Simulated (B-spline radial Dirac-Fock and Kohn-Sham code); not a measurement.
## Dipole and non-dipole photoemission parameters of Tm⁺ 6s

System: the Tm⁺ ion, configuration [Xe] 4f13 6s1; threshold 11.62 eV (orbital energy of the model). Level of theory: Dirac-Hartree-Slater photoionisation with a Latter tail; cross sections with all multipoles, angular parameters from the dipole term and its interference with E2; a radial finite-basis atomic code.

The run's input, task.json:

```json
{"items": [{
  "Z": 69,
  "q": 1,
  "cfg": [[1, 0, 2], [2, 0, 2], [2, 1, 6], [3, 0, 2], [3, 1, 6], [3, 2, 10], [4, 0, 2], [4, 1, 6], [4, 2, 10], [4, 3, 13], [5, 0, 2], [5, 1, 6], [6, 0, 1]],
  "A": 169,
  "rrms": 5.2256,
  "do": "xps",
  "hv": [55.1, 58.1, 60, 74.4, 81.0, 86.9, 140.0, 150, 163.0, 206.0, 300, 382.0, 529.0, 538.0, 607.0, 1000, 1486.9, 2130.0, 2270.0, 2430.0, 3050.0, 3310.0, 3980.0, 5414.7, 6000, 6300.0, 7800.0, 8060.0, 10400.0, 12000]
}]}
```

Command: `python xray2_run.py task.json out`

| hν (eV) | σ (kb) | β | γ |
| --- | --- | --- | --- |
| 55.1 | 10.5 | 1.411 | -0.063 |
| 58.1 | 10.0 | 1.440 | -0.051 |
| 60 | 9.70 | 1.455 | -0.044 |
| 74.4 | 8.44 | 1.573 | -0.006 |
| 81 | 8.12 | 1.618 | 0.013 |
| 86.9 | 7.88 | 1.654 | 0.034 |
| 140 | 5.40 | 1.798 | 0.176 |
| 150 | 5.01 | 1.810 | 0.194 |
| 163 | 4.54 | 1.822 | 0.216 |
| 206 | 3.38 | 1.850 | 0.268 |
| 300 | 2.03 | 1.880 | 0.331 |
| 382 | 1.45 | 1.896 | 0.361 |
| 529 | 0.911 | 1.912 | 0.386 |
| 538 | 0.889 | 1.913 | 0.387 |
| 607 | ? | ? | ? |
| 1000 | 0.350 | 1.936 | 0.357 |
| 1486.9 | 0.186 | 1.946 | 0.275 |
| 2130 | 0.102 | 1.953 | 0.162 |
| 2270 | 0.0913 | 1.954 | 0.139 |
| 2430 | 0.0812 | 1.955 | 0.114 |
| 3050 | 0.0543 | 1.958 | 0.030 |
| 3310 | 0.0469 | 1.959 | 0.000 |
| 3980 | 0.0335 | 1.961 | -0.061 |
| 5414.7 | 0.0189 | 1.964 | -0.133 |
| 6000 | 0.0155 | 1.965 | -0.143 |
| 6300 | 0.0142 | 1.965 | -0.145 |
| 7800 | 0.00934 | 1.967 | -0.127 |
| 8060 | 0.00875 | 1.967 | -0.120 |
| 10400 | 0.00526 | 1.968 | -0.025 |
| 12000 | 0.00393 | 1.968 | 0.064 |

Q: Give the values at 607 eV.

A: σ = 0.744 kb, β = 1.918, γ = 0.389. For an s subshell δ is negligible.

Values without a named source are computed, but for edge energies of neutral atoms, which are taken from tables.
